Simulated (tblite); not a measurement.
Compound: C3H11N3OSi3.
SMILES with atom numbers: `[CH:1]#[C:2][Si@@H:3]1[NH:4][SiH2:5][CH2:6][NH:7][Si@@H:8]([OH:9])[NH:10]1` (hydrogens: H11 on C1; H12 on Si3; H13 on N4; H14, H15 on Si5; H16, H17 on C6; H18 on N7; H19 on Si8; H20 on O9; H21 on N10)

Computed geometry: GFN2-xTB, gas phase.

(1) Give the optimised bond lengths and angles.

Results:

(1) 
```tsv
bond	length (Å)	order
C1≡C2	1.202	triple
C2–Si3	1.855	single
Si3–N4	1.744	single
N4–Si5	1.728	single
Si5–C6	1.907	single
C6–N7	1.452	single
N7–Si8	1.708	single
Si8–O9	1.632	single
Si8–N10	1.741	single
Si3–N10	1.724	single
C1–H11	1.053	single
Si3–H12	1.465	single
N4–H13	1.007	single
Si5–H14	1.470	single
Si5–H15	1.474	single
C6–H16	1.091	single
C6–H17	1.095	single
N7–H18	1.008	single
Si8–H19	1.462	single
O9–H20	0.951	single
N10–H21	1.006	single
```

Orders are formal, as drawn. A selection of angles:
```tsv
angle	degrees
C1–C2–Si3	179.2
C2–Si3–N4	108.3
C2–Si3–N10	107.3
N4–Si3–N10	112.7
Si3–N4–Si5	130.5
N4–Si5–C6	109.2
Si5–C6–N7	114.4
C6–N7–Si8	122.4
N7–Si8–O9	102.8
N7–Si8–N10	116.9
O9–Si8–N10	108.9
Si3–N10–Si8	125.3
H13–N4–Si3	114.9
H13–N4–Si5	114.6
H18–N7–C6	112.3
H18–N7–Si8	117.3
```

Torsions: C2–Si3–N4–Si5 -75° (synclinal); Si3–N4–Si5–C6 13° (synperiplanar); N4–Si5–C6–N7 -75° (synclinal); Si5–C6–N7–Si8 83° (synclinal); C6–N7–Si8–O9 -170° (antiperiplanar); N7–Si8–N10–Si3 45° (synclinal); C2–Si3–N10–Si8 56° (synclinal); H20–O9–Si8–N7 -165° (antiperiplanar).

Si5 (SiH2 silicon) is tetrahedral (angles from 108.3° to 110.4°). N4 (nitrogen bridging silicon atoms) is planar (angles 130.5°, 114.9° and 114.6°, sum 360.0°, 0.00 Å off the plane of its three neighbours). N10 (nitrogen bridging silicon atoms) is almost planar (angles 125.3°, 116.0° and 115.5°, sum 356.8°, 0.15 Å off the plane of its three neighbours). N7 (silicon-bound nitrogen) has angles 122.4°, 117.3° and 112.3°, sum 352.0°, 0.22 Å off the plane of its three neighbours. O9 (silanol oxygen) is bent (angle 118.2°). The 7-membered ring Si3–N4–Si5–C6–N7–Si8–N10 has internal angles of 109.2° to 130.5°; it is puckered, 0.31 Å rms from its mean plane, widest ring torsion 83°. The 2 C–Si bonds span 1.855 Å (C2–Si3, drawn single) to 1.907 Å (Si5–C6, drawn single), a spread of 0.052 Å.

Point group: C1 (no symmetry element, even within 0.4 Å). Its GFN2-xTB frequencies are all real (lowest 37 cm⁻¹). The numbers are those of one conformer (N7–Si8–O9–H -165°, C2–Si3–N4–Si5 -75°, Si3–N4–Si5–C6 13°, N4–Si5–C6–N7 -75°, Si5–C6–N7–Si8 83°).
